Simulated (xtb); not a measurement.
C3H13NSi2, SMILES CNC(C)([SiH3])[SiH3]. All values are semi-empirical tight-binding results from xtb (GFN2-xTB unless named), good for trends rather than for accurate numbers. Coordinates come from a GFN2-xTB optimisation. This is a generated structure with no PubChem entry under its InChIKey; it may be hypothetical. The values are those of a single conformer.

Optimised geometry:

```xyz
19

C      1.9016     1.2364    -0.8017
N      1.1143     0.0214    -0.8416
C      0.0968    -0.1596     0.1973
C      0.7033    -0.3752     1.5912
Si    -1.1065     1.3292     0.2434
Si    -0.8370    -1.7336    -0.3778
H      2.4449     1.3924     0.1413
H      2.6300     1.2005    -1.6122
H      1.2478     2.0924    -0.9666
H      1.7473    -0.7743    -0.8229
H      1.2381     0.5094     1.9379
H      1.4033    -1.2132     1.5835
H     -0.0800    -0.5952     2.3134
H     -1.5026     1.6987    -1.1132
H     -2.2794     0.9456     1.0335
H     -0.4928     2.4839     0.9126
H     -1.9025    -2.0707     0.5698
H     -1.3732    -1.5180    -1.7169
H      0.1166    -2.8502    -0.4089
```
Charge 0, spin multiplicity 1.

```
Quantity                                        Result
---------------------------------------  -------------
orbital gap                                    4.30 eV
dipole moment                                   1.10 D
zero-point energy                        91.5 kcal/mol
G − E(el) at 298.15 K (modified RRHO)    69.9 kcal/mol
static polarisability (D4 model)           105.9 bohr³
solvation energy, GFN2-xTB/ALPB(water)   -0.4 kcal/mol
solvation energy, GFN2-xTB/ALPB(hexane)  -4.0 kcal/mol
```

### Question
Give the atomic charges and the Wiberg bond orders between heavy atoms. (The exact figures need the calculation; the answer reports its results.)

### Answer
charges (e) C1 -0.02, N2 -0.28, C3 -0.13, C4 -0.10, Si5 0.46, Si6 0.45, H7 0.01, H8 0.03, H9 0.03, H10 0.12, H11 0.02, H12 0.01, H13 0.01, H14 -0.10, H15 -0.11, H16 -0.10, H17 -0.11, H18 -0.10, H19 -0.10. Bond orders C1–N2 1.03, N2–C3 1.02, C3–C4 1.02, C3–Si5 0.87, C3–Si6 0.86.
